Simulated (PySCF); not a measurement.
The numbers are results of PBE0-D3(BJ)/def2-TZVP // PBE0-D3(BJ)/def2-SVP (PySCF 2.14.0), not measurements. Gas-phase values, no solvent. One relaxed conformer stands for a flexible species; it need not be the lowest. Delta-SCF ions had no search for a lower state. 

Reference species (SMILES): `[OH][Ge]([OH])([OH])[OH]` (neutral, multiplicity 1).

The HOMO–LUMO gap is 8.93 eV and the LUMO is -0.28 eV. The vertical ionisation energy (Delta-SCF) is 11.38 eV.

Changed species: `C[O][Ge]([OH])([OH])[O]C` (2 of 4 OH replaced by OCH3; the reference has 0 of 4 OH replaced by OCH3).

Question: Predict the effect on the HOMO–LUMO gap, LUMO and vertical ionisation energy (Delta-SCF).

Answer: the HOMO–LUMO gap falls by 0.83 eV, to 8.10 eV; the LUMO rises by 0.23 eV, to -0.05 eV; the vertical ionisation energy (Delta-SCF) decreases by 1.31 eV, to 10.07 eV.
